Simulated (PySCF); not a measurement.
## Potential energy of CdBr along the bond

Set-up: basis Cd x2c-TZVPPall, Br x2c-TZVPPall; spin-free X2C with a Gaussian nucleus; PySCF 2.14. Energies in eV from Cd + Br in their ground configurations at the same level. State: ²Σ⁺ (doublet), unpaired electrons σ ↑.

All columns are ωB97M-V. A positive dipole means Cd(−)Br(+).

| R (Å) | E (eV) | μ (D) | Mulliken charge on Cd (basis-dependent) | HOMO (eV) | LUMO (eV) | Mayer bond order | ⟨S²⟩ |
| --- | --- | --- | --- | --- | --- | --- | --- |
| 2.157 | -0.856 | -1.72 | 0.34 | -7.89 | -1.42 | 1.13 | 0.75 |
| 2.257 | -1.311 | -2.17 | 0.34 | -8.03 | -1.63 | 1.07 | 0.75 |
| 2.357 | -1.545 | -2.64 | 0.36 | -8.17 | -1.85 | 1.02 | 0.75 |
| 2.433 | -1.618 | -3.00 | 0.37 | -8.27 | -2.01 | 0.99 | 0.75 |
| 2.508 | -1.628 | -3.36 | 0.38 | -8.37 | -2.18 | 0.96 | 0.75 |
| 2.583 | -1.592 | -3.70 | 0.39 | -8.46 | -2.33 | 0.93 | 0.76 |
| 2.684 | -1.496 | -4.13 | 0.40 | -8.58 | -2.53 | 0.90 | 0.76 |
| 2.809 | -1.328 | -4.58 | 0.40 | -8.71 | -2.76 | 0.86 | 0.76 |
| 2.959 | -1.097 | -4.95 | 0.39 | -8.87 | -2.98 | 0.81 | 0.76 |
| 3.160 | -0.796 | -5.02 | 0.35 | -9.05 | -3.18 | 0.73 | 0.77 |

A fit through these points gives, at Re = 2.484 Å, μ = -3.24 D and dμ/dR = -4.71 D/Å; the reduced mass is 46.62 u.

Question: How strong is the fundamental in the double-harmonic approximation, I = 42.26·(dμ/dR)²/μred km/mol?

Answer: I = 42.26·(-4.71)²/46.62 = 20.1 km/mol at ωB97M-V.

Spin–orbit coupling is left out. The state was picked by a PBE0 search and need not be the measured ground state.
